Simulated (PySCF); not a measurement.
C₂H₈AlOSb.
SMILES with atom numbers: `[CH3:1][O:2][AlH:3][CH2:4][SbH2:5]` (hydrogens: H6, H7, H8 on C1; H9 on Al3; H10, H11 on C4; H12, H13 on Sb5)

Structure used (PBE0-D3(BJ)/def2-SVP), in Å, numbered top down from 1:
```
atom  x, y, z in Å
C1    -2.309    0.413   -0.951
O2    -1.118   -0.188   -0.571
Al3   -0.129   -0.257    0.814
C4     1.612   -1.081    0.635
Sb5    2.880    0.667    0.237
H6    -2.886    0.814   -0.095
H7    -2.958   -0.310   -1.477
H8    -2.127    1.253   -1.646
H9    -0.639    0.381    2.177
H10    1.735   -1.764   -0.219
H11    2.013   -1.555    1.543
H12    1.702    1.771    0.880
H13    2.230    0.904   -1.336
```

Method: PySCF, PBE0-D3(BJ)/def2-SVP geometry optimisation, gas phase, def2 core potentials past Kr.

Masses are those of the commonest isotopes; rigid-rotor values at the optimised geometry. The values belong to one conformer with, in the numbering `[CH3:1][O:2][AlH:3][CH2:4][SbH2:5]`, C1–O2–Al3–C4 -171°, O2–Al3–C4–Sb5 94°, Al3–C4–Sb5–H 19° and -71°.

**Question.** What are A, B and C (MHz)?

**Answer.** Ia = 92.58, Ib = 687.06, Ic = 735.58 u·Å²; 505379 MHz·u·Å²/I gives A = 5459, B = 735.6, C = 687.0 MHz.

**Question.** Classify the top.

**Answer.** A near-prolate asymmetric top: κ = (2 × 735.6 − 5459 − 687.0)/(5459 − 687.0) = -0.98.

**Question.** Is it planar, by Δ = Ic − Ia − Ib?

**Answer.** Not planar: Δ = Ic − Ia − Ib = -44.05 u·Å². For a rigid frame Δ = −2 Σ m c², so Σ m c² = 22.03 u·Å² lies off the ab plane: 11.03 from hydrogen and 11.00 from heavier atoms. The atom farthest from that plane is 1.91 Å away.

**Question.** Give the other two planar moments, Paa and Pbb, and the rms extents of the mass along the axes.

**Answer.** Paa = Σ m a² = (Ib + Ic − Ia)/2 = 665.03 and Pbb = Σ m b² = (Ia + Ic − Ib)/2 = 70.55 u·Å². With the mass M = 195.94 u, the rms extents √(P/M) along a, b and c are 1.84, 0.60, 0.34 Å.

**Question.** List the rotational levels J(Ka,Kc) to J = 5 (cm⁻¹).

**Answer.** Above 0(0,0):
J = 1: 1(0,1) 0.0475, 1(1,1) 0.2050, 1(1,0) 0.2066
J = 2: 2(0,2) 0.1423, 2(1,2) 0.2983, 2(1,1) 0.3032, 2(2,1) 0.7758, 2(2,0) 0.7758
J = 3: 3(0,3) 0.2847, 3(1,3) 0.4382, 3(1,2) 0.4479, 3(2,2) 0.9182, 3(2,1) 0.9182, 3(3,1) 1.7100, 3(3,0) 1.7100
J = 4: 4(0,4) 0.4743, 4(1,4) 0.6248, 4(1,3) 0.6410, 4(2,3) 1.1080, 4(2,2) 1.1082, 4(3,2) 1.8999, 4(3,1) 1.8999, 4(4,1) 3.0084, 4(4,0) 3.0084
J = 5: 5(0,5) 0.7114, 5(1,5) 0.8579, 5(1,4) 0.8822, 5(2,4) 1.3452, 5(2,3) 1.3457, 5(3,3) 2.1372, 5(3,2) 2.1372, 5(4,2) 3.2457, 5(4,1) 3.2457, 5(5,1) 4.6710, 5(5,0) 4.6710
Those of J = 1 are B + C, A + C and A + B.

**Question.** Which lines would a microwave search look for?

**Answer.** The dipole components are |μa| = 0.35 D, |μb| = 0.24 D, |μc| = 0.26 D. The squared components, which scale the intensities, stand as 1.00 : 0.46 : 0.55 (a : b : c). Some lines, for components of 0.1 D or more:

| type | branch | J(Ka,Kc) | MHz | lower level (cm⁻¹) |
| --- | --- | --- | --- | --- |
| a | R | 1(0,1) ← 0(0,0) | 1423 | 0.000 |
| a | R | 2(1,2) ← 1(1,1) | 2797 | 0.205 |
| a | R | 3(2,2) ← 2(2,1) | 4268 | 0.776 |
| a | R | 4(1,4) ← 3(1,3) | 5593 | 0.438 |
| a | R | 4(2,3) ← 3(2,2) | 5690 | 0.918 |
| a | R | 5(0,5) ← 4(0,4) | 7106 | 0.474 |
| a | R | 5(4,1) ← 4(4,0) | 7114 | 3.008 |
| c | R | 2(1,1) ← 1(0,1) | 7666 | 0.047 |
| c | R | 4(1,3) ← 3(0,3) | 10682 | 0.285 |
| c | Q | 2(2,1) ← 2(1,1) | 14170 | 0.303 |
| b | Q | 3(2,2) ← 3(1,3) | 14389 | 0.438 |
| c | R | 3(2,2) ← 2(1,2) | 18584 | 0.298 |
| b | Q | 5(3,2) ← 5(2,3) | 23729 | 1.346 |
| b | Q | 4(3,1) ← 4(2,2) | 23734 | 1.108 |
| b | Q | 3(3,0) ← 3(2,1) | 23737 | 0.918 |
| b | R | 3(3,0) ← 2(2,1) | 28007 | 0.776 |
| b | R | 4(3,2) ← 3(2,1) | 29428 | 0.918 |
| c | R | 5(3,2) ← 4(2,2) | 30849 | 1.108 |
| c | Q | 4(4,1) ← 4(3,1) | 33233 | 1.900 |
| b | Q | 4(4,0) ← 4(3,1) | 33233 | 1.900 |
| b | R | 5(5,1) ← 4(4,0) | 49843 | 3.008 |
| c | R | 5(5,0) ← 4(4,0) | 49843 | 3.008 |

**Question.** Estimate the classical rotational partition function at 25 K, 298.15 K and 500 K.

**Answer.** Point group C1, symmetry number σ = 1; q = (√π/σ)·√((kT/h)³/(ABC)), k/h = 20836.6 MHz/K: 12700 at 25 K, 523000 at 298.15 K, 1130000 at 500 K.

PBE0-D3(BJ)/def2-SVP frequencies: not computed here. No vibrational averaging or centrifugal distortion is included, and the geometry carries the error of its method. A rigid rotor knows nothing of internal rotation, which can split or shift real lines. Quadrupole hyperfine structure (27Al) is left out.
